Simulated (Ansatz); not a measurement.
Cartesian coordinates in Å:
```
C -1.1937 -0.6720 0.0567
N 0.0432 0.0521 -0.1591
B 0.6268 0.1683 -1.4268
F 1.7812 0.8243 -1.5692
C 0.6494 0.5834 1.0070
F 1.1660 -0.4311 1.8006
H -1.5763 -1.0300 -0.8980
H -1.0347 -1.5308 0.7131
H -1.9475 -0.0223 0.5131
H 0.1012 -0.2963 -2.3947
H 1.4712 1.2444 0.7337
H -0.0867 1.1101 1.6235
```

Charge 0, multiplicity 1.

List the CAM-B3LYP/def2-TZVPP orbital energies in eV (Ansatz). (An estimate is asked.)

Ansatz gave: Occupied: -673.56, -673.27, -392.15, -281.80, -279.84, -186.87, -35.00, -34.87, -27.84, -22.13, -20.13, -17.37, -16.39, -16.16, -16.06, -14.59, -14.37, -14.00, -13.78, -12.95, -12.40, -11.47, -11.31, -9.50. Lowest empty: 1.35, 1.96, 2.52, 3.06, 3.09, 3.53, 3.76, 3.92.
